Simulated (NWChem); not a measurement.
System: C2H3ClCuN; SMILES [Cl][Cu]<-[N]#CC

Input file for NWChem:

```
start job
memory heap 200 mb stack 900 mb global 1100 mb
geometry units angstroms noautosym nocenter noautoz
  Cu     0.273123     0.304146    -0.435638
  Cl     1.223946     1.374602    -1.961751
  C     -1.748361    -1.956793     2.797424
  C     -1.085700    -1.218417     1.739865
  N     -0.550328    -0.620218     0.883992
  H     -1.740461    -1.372212     3.739922
  H     -1.232571    -2.921941     2.977125
  H     -2.801718    -2.166141     2.520417
end
basis spherical
  Cu library 6-31g*
  Cl library 6-31g*
  C library 6-31g*
  N library 6-31g*
  H library 6-31g*
end
dft
  xc xcamb88 1.00 lyp 0.81 vwn_5 0.19 hfexch 1.00
  cam 0.33 cam_alpha 0.19 cam_beta 0.46
  iterations 150
end
property
  efieldgrad
end
task dft property
```

Coordinates come from a PBE-D3(BJ)/def2-SVP optimisation. Not confirmed as a minimum by frequencies.

Vzz is the largest principal value of the second derivative of the potential at the nucleus (NWChem prints the opposite sign); η is the asymmetry. Non-relativistic.

Atoms are numbered as in the input.

Problem. What results follow from this input? (CAM-B3LYP/6-31G* (spherical d).) Quantities: Vzz Cu1 (a.u.); η Cu1; Vzz Cl2 (a.u.); η Cl2; Vzz N5 (a.u.); η N5.

Solution. 
```
Property         Value
--------------  ------
Vzz Cu1 (a.u.)   0.943
η Cu1             0.00
Vzz Cl2 (a.u.)   0.968
η Cl2             0.00
Vzz N5 (a.u.)   -0.431
η N5              0.00
```
